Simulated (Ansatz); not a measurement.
# Loss of Cl2: C2H2Br2Cl2 → C2H2Br2 + Cl2

Species: C2H2Br2Cl2 (1,2-dibromo-1,2-dichloroethane) `ClC(Br)C(Cl)Br`, singlet; C2H2Br2 `Br/C=C\Br`, singlet; Cl2 (chlorine), singlet. 

Shapes, held fixed at every level: PBE0-D4/def2-TZVP. Flexible molecules stand in one conformer, not always the lowest. Programs: Ansatz 0.2.0. The zero-point and thermal change to 298 K, harmonic and unscaled (PBE0-D4/def2-TZVP), is -7.3 kJ/mol.

Question: Estimate ΔH(298 K) of this reaction.

Answer: The highest level, CCSD(T)/def2-TZVPP, gives ΔH(298 K) = +157.6 kJ/mol; the levels span +137.3 to +186.9. The column of differences is taken from that level and isn't an error. No measured value is set beside it here. Relativity is left out for Br unless named. Correlated rows may include outer-core shells of Br, which these sets cover unevenly.

```json
{"level": "HF/def2-SVP", "kind": "Hartree–Fock", "ΔH(298 K) (kJ/mol)": "+137.3", "less CCSD(T)/def2-TZVPP": "-20.3"}
{"level": "SPW92/def2-TZVPP", "kind": "LDA", "ΔH(298 K) (kJ/mol)": "+186.9", "less CCSD(T)/def2-TZVPP": "+29.3"}
{"level": "r2SCAN0-D4/def2-TZVPP", "kind": "global hybrid", "ΔH(298 K) (kJ/mol)": "+167.0", "less CCSD(T)/def2-TZVPP": "+9.4"}
{"level": "MP2/def2-TZVPP", "kind": "perturbation theory", "ΔH(298 K) (kJ/mol)": "+181.4", "less CCSD(T)/def2-TZVPP": "+23.8"}
{"level": "CCSD(T)/def2-SVP", "kind": "coupled cluster or CI", "ΔH(298 K) (kJ/mol)": "+169.2", "less CCSD(T)/def2-TZVPP": "+11.6"}
{"level": "CCSD/def2-TZVPP", "kind": "coupled cluster or CI", "ΔH(298 K) (kJ/mol)": "+153.1", "less CCSD(T)/def2-TZVPP": "-4.5"}
{"level": "CCSD(T)/def2-TZVPP", "kind": "coupled cluster or CI", "ΔH(298 K) (kJ/mol)": "+157.6", "less CCSD(T)/def2-TZVPP": "0.0"}
```
